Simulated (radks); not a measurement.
The numbers below are computed, except where a source is named.
The zinc ion Zn2+, 28 electrons, occupied as [Ar] 3d10. Code: a radial shooting solver on a logarithmic mesh with Libxc functionals. Model: scalar-relativistic Kohn-Sham, PBEsol, spin-polarised, spherical densities, point nucleus.

Normalised radial functions P(r) = r R(r), r in bohr:

| r | 3s | 3p | 3d |
|---|---|---|---|
| 0.003055 | 0.1150 | 0.0031 | 0.0000 |
| 0.004413 | 0.1578 | 0.0061 | 0.0000 |
| 0.006326 | 0.2109 | 0.0119 | 0.0001 |
| 0.009067 | 0.2742 | 0.0231 | 0.0002 |
| 0.0131 | 0.3429 | 0.0445 | 0.0006 |
| 0.01878 | 0.3987 | 0.0829 | 0.0017 |
| 0.02691 | 0.4135 | 0.1490 | 0.0047 |
| 0.03858 | 0.3432 | 0.2545 | 0.0123 |
| 0.05574 | 0.1354 | 0.4067 | 0.0316 |
| 0.07989 | -0.2063 | 0.5732 | 0.0749 |
| 0.1145 | -0.5773 | 0.6730 | 0.1644 |
| 0.1654 | -0.7158 | 0.5530 | 0.3303 |
| 0.2371 | -0.3311 | 0.0920 | 0.5725 |
| 0.3399 | 0.5129 | -0.6180 | 0.8437 |
| 0.4872 | 1.2393 | -1.1830 | 1.0264 |
| 0.7039 | 1.2604 | -1.2090 | 1.0058 |
| 1.009 | 0.7309 | -0.7798 | 0.7988 |
| 1.446 | 0.2421 | -0.3175 | 0.5167 |
| 2.089 | 0.0384 | -0.0707 | 0.2554 |
| 2.995 | 0.0025 | -0.0075 | 0.0891 |

3s: eigenvalue -149.76 eV, 2 radial nodes at r = 0.0652, 0.277 bohr, <r> = 0.682 bohr, 90 % of the charge inside 1.02 bohr. 3p: eigenvalue -104.12 eV, 1 radial node at r = 0.250 bohr, <r> = 0.714 bohr, 90 % of the charge inside 1.10 bohr. 3d: eigenvalue -30.836 eV, 0 radial nodes, <r> = 0.879 bohr, 90 % of the charge inside 1.53 bohr.
